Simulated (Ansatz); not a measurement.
Al(OPMe3)F3 (C3H9AlF3OP), 18 atoms. Hardware: 4 threads of Intel Xeon on a shared host.

Correlated methods freeze 17 core orbitals.

How many basis functions does each of these Ansatz runs have, and roughly what does it cost? BLYP-D4/def2-TZVP, charge 1 doublet at the geometry of the charge 0 singlet, energy, from earlier orbitals; HF/STO-3G, charge 0 singlet, energy; PBE-D4/def2-TZVP, charge 1 doublet at the geometry of the charge 0 singlet, energy, from earlier orbitals; r2SCAN-D4/def2-TZVP, charge 0 triplet at the geometry of the charge 0 singlet, energy, from earlier orbitals; revPBE-D4/def2-TZVP, charge 0 singlet, energy, from earlier orbitals; PBE0-D4/def2-TZVP, charge 0 singlet, energy and forces, from earlier orbitals; CCSD(T)/def2-SVP, charge 0 singlet, energy, from earlier orbitals; RPA@PBE/def2-TZVP, charge 0 singlet, energy, from earlier orbitals; PBE-D4/def2-TZVP, charge 0 singlet, energy, from earlier orbitals; MP2/def2-TZVP, charge 0 singlet, energy, from earlier orbitals; PBE-D4/def2-TZVP, charge 0 triplet at the geometry of the charge 0 singlet, energy, from earlier orbitals; BLYP-D4/def2-TZVP, charge 0 singlet, energy, from earlier orbitals.

Other jobs shared the machine, so times can vary by a factor of up to 3. A dash marks memory too small to be measured apart from the calling script's.

| run | functions | fitting or Cholesky vectors | wall time | peak host memory (GiB) |
| --- | --- | --- | --- | --- |
| HF/STO-3G, charge 0 singlet, energy | 62 | 829 | 1.2 s | – |
| PBE-D4/def2-TZVP, charge 0 singlet, energy, from earlier orbitals | 345 | 2084 | 11 s | – |
| revPBE-D4/def2-TZVP, charge 0 singlet, energy, from earlier orbitals | 345 | 2084 | 11 s | – |
| BLYP-D4/def2-TZVP, charge 0 singlet, energy, from earlier orbitals | 345 | 2084 | 11 s | – |
| MP2/def2-TZVP, charge 0 singlet, energy, from earlier orbitals | 345 | 2304 | 30 s | 1.4 |
| PBE0-D4/def2-TZVP, charge 0 singlet, energy and forces, from earlier orbitals | 345 | 2116 | 31 s | 1.3 |
| RPA@PBE/def2-TZVP, charge 0 singlet, energy, from earlier orbitals | 345 | 2304 | 33 s | 1.3 |
| PBE-D4/def2-TZVP, charge 0 triplet at the geometry of the charge 0 singlet, energy, from earlier orbitals | 345 | 2084 | 46 s | 1.7 |
| PBE-D4/def2-TZVP, charge 1 doublet at the geometry of the charge 0 singlet, energy, from earlier orbitals | 345 | 2084 | 47 s | 1.7 |
| BLYP-D4/def2-TZVP, charge 1 doublet at the geometry of the charge 0 singlet, energy, from earlier orbitals | 345 | 2084 | 51 s | 1.7 |
| r2SCAN-D4/def2-TZVP, charge 0 triplet at the geometry of the charge 0 singlet, energy, from earlier orbitals | 345 | 2084 | 1.7 min | 1.8 |
| CCSD(T)/def2-SVP, charge 0 singlet, energy, from earlier orbitals | 179 | 1732 | 3.1 min | 2.5 |
